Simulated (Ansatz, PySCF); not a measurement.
Gas-phase reaction (SMILES): FB(Cl)Cl [dichloro(fluoro)borane] + F (HF) → FB(F)Cl [chloro(difluoro)borane] + Cl (HCl); hydrogen fluoride cleaves one B-Cl bond, a model of a ligand-exchange step.

Structures are relaxed separately at B3LYP-D3(BJ)/def2-TZVP in Ansatz (an electronic-structure program). Valence correlation only, unless marked. No spin-orbit coupling. Non-relativistic. CBS(X,Y): correlation extrapolated as X^-3; Hartree-Fock from the larger set. Thermal terms are rigid-rotor harmonic-oscillator values from B3LYP-D3(BJ) frequencies (Ansatz or PySCF) at 298.15 K and 1 atm. 1 Eh = 627.5095 kcal/mol.

| species | E, CCSD(T)/CBS(cc-pV(T+d)Z,cc-pV(Q+d)Z) (Ansatz) (Eh) | E, B3LYP-D3(BJ)/def2-TZVPD (Ansatz + dftd3) (Eh) | H - E (Eh) | G - E (Eh) |
|---|---|---|---|---|
| FB(Cl)Cl | -1044.27408 | -1045.35544 | 0.01416 | -0.01849 |
| F (HF) | -100.39146 | -100.49389 | 0.01259 | -0.00713 |
| FB(F)Cl | -684.31087 | -685.03610 | 0.01548 | -0.01583 |
| Cl (HCl) | -460.37849 | -460.83744 | 0.01000 | -0.01120 |

**Question.** Work out ΔE and ΔH, ΔG, ΔS and the equilibrium constant at 298.15 K at the first level, then ΔH at the second.

**Answer.** 
1. ΔE = [(-684.31087) + (-460.37849)] - [(-1044.27408) + (-100.39146)] = -0.02382 Eh = -14.9 kcal/mol at CCSD(T)/CBS(cc-pV(T+d)Z,cc-pV(Q+d)Z).
2. The terms H - E add up to -0.00127 Eh, so ΔH = (-0.02382 + (-0.00127))×627.5095 = -15.7 kcal/mol.
3. The terms G - E add up to -0.00141 Eh, so ΔG = -15.8 kcal/mol, and ΔS = (-0.00127 - (-0.00141))×627509.5/298.15 = 0.3 cal/(mol K).
4. log10 K = -ΔG/(RT ln 10) = 11.6, with RT ln 10 = 1.3642 kcal/mol.
5. At B3LYP-D3(BJ)/def2-TZVPD the same steps give ΔE = -15.2 and ΔH = -16.0 kcal/mol, a shift of -0.3 from the first level.
6. These values are not checked against measurement here, since the tables used lack a sound gas-phase enthalpy of formation for at least one species.
